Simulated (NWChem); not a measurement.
System: boric acid (H3BO3); SMILES OB(O)O

Excerpt of the output:

```
             Northwest Computational Chemistry Package (NWChem) 7.3.0
             --------------------------------------------------------

                             Geometry "geometry" -> ""
                             -------------------------

 Output coordinates in angstroms (scale by  1.889725989 to convert to a.u.)

  No.       Tag          Charge          X              Y              Z
 ---- ---------------- ---------- -------------- -------------- --------------
    1 O                    8.0000    -0.96012100     0.99940900     0.00000000
    2 B                    5.0000    -0.03793800     0.00181200     0.00000000
    3 O                    8.0000     1.29305300     0.34405200     0.00000000
    4 O                    8.0000    -0.51465600    -1.27763800     0.00000000
    5 H                    1.0000    -0.53473800     1.86148000     0.00000000
    6 H                    1.0000     1.90797300    -0.39247200     0.00000000
    7 H                    1.0000     0.15847700    -1.96023500     0.00000000

 Effective nuclear repulsion energy (a.u.)     116.3487909799

  xc_inp: hfexch multiplicative factor not found.
                              NWChem Property Module
                              ----------------------

  itol2e modified to match energy
  convergence criterion.

                                 NWChem DFT Module
                                 -----------------

 Summary of "ao basis" -> "ao basis" (spherical)
 ------------------------------------------------------------------------------
       Tag                 Description            Shells   Functions and Types
 ---------------- ------------------------------  ------  ---------------------
 O                          iglo-iii                15       35   7s6p2d
 B                          iglo-iii                15       35   7s6p2d
 H                          iglo-iii                 6       10   4s2p

  itol2e modified to match energy
  convergence criterion.

            General Information
            -------------------
          SCF calculation type: DFT
          Wavefunction type:  closed shell.
          No. of atoms     :     7
          No. of electrons :    32
           Alpha electrons :    16
            Beta electrons :    16
          Charge           :     0
          Spin multiplicity:     1
          Use of symmetry is: off; symmetry adaption is: off
          Maximum number of iterations: 150
          AO basis - number of functions:   170
                     number of shells:    78
          Convergence on energy requested:  1.00D-07
          Convergence on density requested:  1.00D-05
          Convergence on gradient requested:  5.00D-04

              XC Information
              --------------
                     Hartree-Fock (Exact) Exchange  1.000

      Superposition of Atomic Density Guess
      -------------------------------------

 Sum of atomic energies:        -250.39214360

      Non-variational initial energy
      ------------------------------

 Total energy =    -251.918380
 1-e energy   =    -573.341135
 2-e energy   =     205.073965
 HOMO         =      -0.493489
 LUMO         =       0.019859

   convergence    iter        energy       DeltaE   RMS-Dens  Diis-err
 ---------------- ----- ----------------- --------- --------- ---------
 d= 0,ls=0.0,diis     1   -251.2050839484 -3.68D+02  2.57D-03  9.89D-01
 d= 0,ls=0.0,diis     2   -251.2818567215 -7.68D-02  7.85D-04  2.98D-01
 d= 0,ls=0.0,diis     3   -251.3044521579 -2.26D-02  2.26D-04  4.80D-03
 d= 0,ls=0.0,diis     4   -251.3051537509 -7.02D-04  5.14D-05  2.04D-04
 d= 0,ls=0.0,diis     5   -251.3051891590 -3.54D-05  1.46D-05  1.73D-05
  Resetting Diis
 d= 0,ls=0.0,diis     6   -251.3051917234 -2.56D-06  5.46D-06  3.51D-06
 d= 0,ls=0.0,diis     7   -251.3051921530 -4.30D-07  1.39D-06  9.67D-08
 d= 0,ls=0.0,diis     8   -251.3051921740 -2.10D-08  5.24D-07  1.97D-08

[...]

          -----------------------------------------
          Chemical Shielding Tensors (GIAO, in ppm)
          -----------------------------------------

                                NWChem CPHF Module
                                ------------------

  scftype          =     RHF
  nclosed          =       16
  nopen            =        0
  variables        =     2464
  # of vectors     =        3
  tolerance        = 0.10D-03
  level shift      = 0.00D+00
  max iterations   =       50
  max subspace     =       30

 SCF residual:    1.0496878951915920E-004

Iterative solution of linear equations
  No. of variables     2464
  No. of equations        3
  Maximum subspace       30
        Iterations       50
       Convergence  1.0D-04

   iter   nsub   residual    time
   ----  ------  --------  ---------
     1      3    8.61D-01     211.7
     2      6    9.53D-02     222.0
     3      9    1.79D-02     233.1
     4     12    2.60D-03     243.5
     5     15    3.74D-04     251.9
     6     18    5.71D-05     262.8

      Atom:    1  O
        Diamagnetic
    385.5284     -4.9445      0.0000
     -4.9445    404.5976      0.0000
      0.0000      0.0000    369.5705

        Paramagnetic
   -140.7402    -45.3210     -0.0000
    -45.3210   -135.4720     -0.0000
     -0.0000     -0.0000    -80.3619

        Total Shielding Tensor
    244.7882    -50.2655     -0.0000
    -50.2655    269.1256     -0.0000
     -0.0000     -0.0000    289.2085

           isotropic =     267.7074
          anisotropy =      61.4504

          Principal Components and Axis System
                 1           2           3
              308.6744    289.2085    205.2394

      1        -0.6183      0.0000      0.7859
      2         0.7859      0.0000      0.6183
      3         0.0000      1.0000      0.0000

      Atom:    2  B
        Diamagnetic
    198.8977      0.2606     -0.0000
      0.2606    199.0810     -0.0000
     -0.0000     -0.0000    169.7160

        Paramagnetic
   -107.1971     -2.5883     -0.0000
     -2.5883   -101.6548     -0.0000
     -0.0000     -0.0000    -72.6384

        Total Shielding Tensor
     91.7006     -2.3277     -0.0000
     -2.3277     97.4261     -0.0000
     -0.0000     -0.0000     97.0776

           isotropic =      95.4014
          anisotropy =       4.2775

          Principal Components and Axis System
                 1           2           3
               98.2531     97.0776     90.8736

      1        -0.3348     -0.0000      0.9423
      2         0.9423      0.0000      0.3348
      3        -0.0000      1.0000      0.0000

      Atom:    3  O
        Diamagnetic
    404.8133     -5.5929     -0.0000
     -5.5929    385.0745     -0.0000
     -0.0000     -0.0000    368.5655

        Paramagnetic
    -93.5880     20.4261     -0.0000
     20.4261   -167.0175     -0.0000
     -0.0000     -0.0000   -101.0606

        Total Shielding Tensor
    311.2253     14.8332     -0.0000
     14.8332    218.0571     -0.0000
     -0.0000     -0.0000    267.5049

           isotropic =     265.5958
          anisotropy =      71.9012

          Principal Components and Axis System
                 1           2           3
              313.5299    267.5049    215.7525

      1         0.9881      0.0000     -0.1535
      2         0.1535      0.0000      0.9881
      3         0.0000      1.0000      0.0000

      Atom:    4  O
        Diamagnetic
    383.5236     -3.8054      0.0000
     -3.8054    404.9107     -0.0000
      0.0000     -0.0000    367.6826

        Paramagnetic
   -162.3021     32.0791     -0.0000
     32.0791   -104.8785     -0.0000
     -0.0000     -0.0000    -89.4676

        Total Shielding Tensor
    221.2215     28.2737     -0.0000
     28.2737    300.0322     -0.0000
     -0.0000     -0.0000    278.2149

           isotropic =     266.4895
          anisotropy =      63.9549

          Principal Components and Axis System
                 1           2           3
              309.1261    278.2149    212.1276

      1         0.3062      0.0000      0.9520
      2         0.9520      0.0000     -0.3062
      3         0.0000      1.0000      0.0000

      Atom:    5  H
        Diamagnetic
     26.3990      5.2458      0.0000
      5.2458     43.6561      0.0000
      0.0000      0.0000     19.5946

        Paramagnetic
      0.0629     -1.5881     -0.0000
     -1.5881     -4.2651      0.0000
     -0.0000      0.0000      1.9433

        Total Shielding Tensor
     26.4619      3.6577     -0.0000
      3.6577     39.3910      0.0000
     -0.0000      0.0000     21.5379

           isotropic =      29.1303
          anisotropy =      16.8357

          Principal Components and Axis System
                 1           2           3
               40.3540     25.4989     21.5379

      1         0.2546      0.9670      0.0000
      2         0.9670     -0.2546      0.0000
      3         0.0000      0.0000      1.0000

      Atom:    6  H
        Diamagnetic
     36.6995    -10.1434      0.0000
    -10.1434     34.0362     -0.0000
      0.0000     -0.0000     20.0764

        Paramagnetic
     -1.3254      2.2938      0.0000
      2.2938     -2.5185      0.0000
      0.0000      0.0000      2.1637

        Total Shielding Tensor
     35.3741     -7.8495      0.0000
     -7.8495     31.5176      0.0000
      0.0000      0.0000     22.2401

           isotropic =      29.7106
          anisotropy =      17.7273

          Principal Components and Axis System
                 1           2           3
               41.5288     25.3630     22.2401

      1         0.7869      0.6170      0.0000
      2        -0.6170      0.7869      0.0000
      3         0.0000      0.0000      1.0000

      Atom:    7  H
        Diamagnetic
     32.1276     -9.6157      0.0000
     -9.6157     38.7112     -0.0000
      0.0000     -0.0000     20.1315

[...]
```

Level: Hartree-Fock/IGLO-III, GIAO. All runs use the structure optimised with PBE0/def2-SVP. The printed shielding anisotropy is the first printed principal value minus the mean of the other two.

### Question
Reconstruct the input file.

### Answer
One answer among several that fit: the input that was run:
```
start job
memory heap 200 mb stack 900 mb global 1100 mb
geometry units angstroms noautosym nocenter noautoz
  O     -0.960121     0.999409     0.000000
  B     -0.037938     0.001812     0.000000
  O      1.293053     0.344052     0.000000
  O     -0.514656    -1.277638     0.000000
  H     -0.534738     1.861480     0.000000
  H      1.907973    -0.392472     0.000000
  H      0.158477    -1.960235     0.000000
end
basis spherical
  * library iglo-iii
end
dft
  xc hfexch
  iterations 150
end
property
  shielding
end
task dft property
```
